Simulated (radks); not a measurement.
Exchange energies: the exact (Fock) value of the Kohn-Sham orbitals and density-functional approximations, in hartree. Species: Eu40+ [Ar] 3d5; Rb [Kr] 5s1; Cd [Kr] 4d10 5s2. Calculated with a radial shooting solver on a logarithmic mesh with Libxc functionals: non-relativistic Kohn-Sham, PBE, spin-polarised, spherical densities, point nucleus. Every spin shell is full or empty, so the densities are truly spherical. Functionals are evaluated on that one density, not self-consistently.

exact: Eu40+ -160.433; Rb -97.8067; Cd -148.776
LDA: Eu40+ -151.01; Rb -92.452; Cd -141.50
B88: Eu40+ -160.31; Rb -97.865; Cd -148.87
PBEsol: Eu40+ -156.07; Rb -95.358; Cd -145.41
revPBE: Eu40+ -159.88; Rb -97.576; Cd -148.41
PW91: Eu40+ -160.13; Rb -97.825; Cd -148.83
PW86: Eu40+ -160.11; Rb -97.823; Cd -148.59
WC: Eu40+ -158.52; Rb -96.870; Cd -147.53
B86b: Eu40+ -160.24; Rb -97.863; Cd -148.84
G96: Eu40+ -160.84; Rb -98.125; Cd -149.34
APBE: Eu40+ -160.80; Rb -98.214; Cd -149.31
TPSS: Eu40+ -159.98; Rb -97.686; Cd -148.43
SCAN: Eu40+ -160.64; Rb -98.050; Cd -149.08
r2SCAN: Eu40+ -160.19; Rb -97.781; Cd -148.68
TASK: Eu40+ -156.88; Rb -95.439; Cd -145.43
MVS: Eu40+ -160.24; Rb -97.850; Cd -148.91
